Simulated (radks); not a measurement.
Values are calculated unless marked as measured or tabulated.
Charge is removed step by step from the 4s1/2 level of the niobium ion Nb4+, starting from [Kr] 4d1. Level of theory: Dirac Kohn-Sham, LDA (Slater exchange, Perdew-Wang correlation), spin-unpolarised, spherical densities, finite nucleus; open shells fill j = l - 1/2 first; Fermi nuclear charge, rms radius 4.324 fm (a radial shooting solver on a logarithmic mesh with Libxc functionals).

removed (e)  E - E(0) (eV)  eigenvalue (eV)  E minus straight line (eV)
0                    0.000          -103.45                       0.000
0.125               13.070          -105.68                      -0.989
0.25                26.420          -107.92                      -1.698
0.375               40.050          -110.17                      -2.127
0.5                 53.963          -112.44                      -2.272
0.625               68.161          -114.72                      -2.134
0.75                82.644          -117.01                      -1.710
0.875               97.413          -119.31                      -0.999
1                   112.47          -121.62                       0.000

Removing the whole electron costs 112.47 eV by Delta-SCF, against 103.45 eV from minus the eigenvalue at the starting occupation. Slater's transition state (half an electron removed) gives 112.44 eV. Integrating minus the eigenvalue over the occupation (Janak's theorem) gives 112.47 eV. The mean slope of the eigenvalue, de/dn, is 18.2 eV per electron.
